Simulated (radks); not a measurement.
Results of a calculation; reference values are marked as such.
Task: O2+, configuration [He] 2s2 2p2. Code: a radial shooting solver on a logarithmic mesh with Libxc functionals. Model: Dirac Kohn-Sham, PBE, spin-unpolarised, spherical densities, finite nucleus; open shells are shared between the two j in proportion to 2j + 1; Fermi nuclear charge, rms radius 2.6991 fm. Some entries of the table are withheld. Estimate them.

orbital,occ.,eigenvalue (hartree),<r^2> (bohr^2)
1s1/2,2,-20.49623,(1)
2s1/2,2,-2.14414,1.258
2p1/2,0.666667,(2),1.252
2p3/2,1.33333,(3),1.255

Result: 
(1) 1s1/2 <r^2> (bohr^2): 0.05367
(2) 2p1/2 eigenvalue (hartree): -1.59035
(3) 2p3/2 eigenvalue (hartree): -1.58842
